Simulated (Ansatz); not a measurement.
`C[O][Hf]1234([OH])([N](C)C)[C@H]5[C@@H]1[C@@H]2[C@@H]3[C@H]54`. Charge 0, multiplicity 1. Hf takes the def2 core potential. The geometry is a stationary point of PBE0-D4/def2-TZVP. It is one conformer, not always the lowest.

```xyz
27

C     2.803    0.979    1.474
O     1.843    0.203    0.848
Hf    0.109   -0.518    0.413
O     0.021   -2.416    0.956
N     0.212   -0.590   -1.631
C    -0.799   -1.284   -2.386
C     1.102    0.160   -2.477
C    -2.351   -0.197    0.901
C    -1.938    0.960    0.204
C    -1.049    1.673    1.036
C    -0.923    0.963    2.251
C    -1.727   -0.190    2.169
H     2.348    1.811    2.027
H     3.389    0.380    2.181
H     3.495    1.403    0.737
H     0.582   -3.149    0.707
H    -0.353   -1.988   -3.105
H    -1.451   -1.869   -1.729
H    -1.439   -0.595   -2.962
H     1.611   -0.492   -3.204
H     0.571    0.932   -3.058
H     1.872    0.657   -1.883
H    -3.025   -0.957    0.533
H    -2.239    1.243   -0.794
H    -0.545    2.595    0.784
H    -0.302    1.246    3.089
H    -1.818   -0.960    2.921
```

Q: What is the dipole moment at B3LYP/def2-TZVPP? (An estimate is asked.)

A: Ansatz gave: 1.12 D, with components (0.83, 0.69, -0.30) D in this frame, pointing from negative to positive charge.

Q: And with PBE, r2SCAN, ωB97M-V? (Best estimate.)

A: The calculation gave: PBE 1.17 D, r2SCAN 1.14 D, ωB97M-V 1.04 D.

Q: Give the Mulliken charges with B3LYP, r2SCAN, PBE in def2-TZVPP. (Estimate.)

A: Computed: 
| atom | B3LYP | r2SCAN | PBE |
| --- | --- | --- | --- |
| C1 | -0.12 | 0.01 | -0.14 |
| O2 | -0.39 | -0.40 | -0.30 |
| Hf3 | 0.80 | 0.78 | 0.53 |
| O4 | -0.42 | -0.45 | -0.37 |
| N5 | -0.28 | -0.30 | -0.20 |
| C6 | -0.17 | -0.04 | -0.16 |
| C7 | -0.16 | -0.02 | -0.15 |
| C8 | -0.19 | -0.16 | -0.16 |
| C9 | -0.14 | -0.11 | -0.12 |
| C10 | -0.18 | -0.14 | -0.14 |
| C11 | -0.19 | -0.16 | -0.17 |
| C12 | -0.16 | -0.14 | -0.13 |
| H13 | 0.08 | 0.04 | 0.08 |
| H14 | 0.10 | 0.06 | 0.10 |
| H15 | 0.09 | 0.05 | 0.09 |
| H16 | 0.17 | 0.18 | 0.17 |
| H17 | 0.08 | 0.04 | 0.08 |
| H18 | 0.08 | 0.05 | 0.08 |
| H19 | 0.07 | 0.04 | 0.07 |
| H20 | 0.08 | 0.04 | 0.07 |
| H21 | 0.07 | 0.03 | 0.07 |
| H22 | 0.08 | 0.04 | 0.08 |
| H23 | 0.15 | 0.12 | 0.13 |
| H24 | 0.14 | 0.11 | 0.12 |
| H25 | 0.14 | 0.11 | 0.12 |
| H26 | 0.13 | 0.11 | 0.12 |
| H27 | 0.14 | 0.12 | 0.13 |

B3LYP here is the variant with VWN-RPA as its local correlation; programs differ in this.
